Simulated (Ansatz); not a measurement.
System: sum formula SiHF2 (charge -1, singlet). It need not be the lowest isomer of its formula. Whether it binds its extra electron was not tested at this geometry. 
Coordinates optimised at B3LYP-D3(BJ)/def2-TZVP (Ansatz, a quantum-chemistry and plane-wave program):
```
Si
F 1 1.6939
F 1 1.6939 2 97.69
H 1 1.5773 2 95.35 3 -96.15
```
Charge -1, spin multiplicity 1.

Basis-set convergence of Hartree-Fock and MP2 correlation energies (hartree) with Ansatz. Valence correlation only, unless marked. No spin-orbit coupling. No relativistic terms. This anion needs diffuse functions, which these sets lack.

```csv
basis,functions,E(HF),"E(corr, MP2)"
cc-pV(D+d)Z,56,-488.49210,-0.47094
cc-pV(T+d)Z,113,-488.58555,-0.63288
cc-pV(Q+d)Z,204,___,___
```

Problem. Complete the blanks.

Solution. 
- cc-pV(Q+d)Z, E(HF): -488.61270
- cc-pV(Q+d)Z, E(corr, MP2): -0.69355
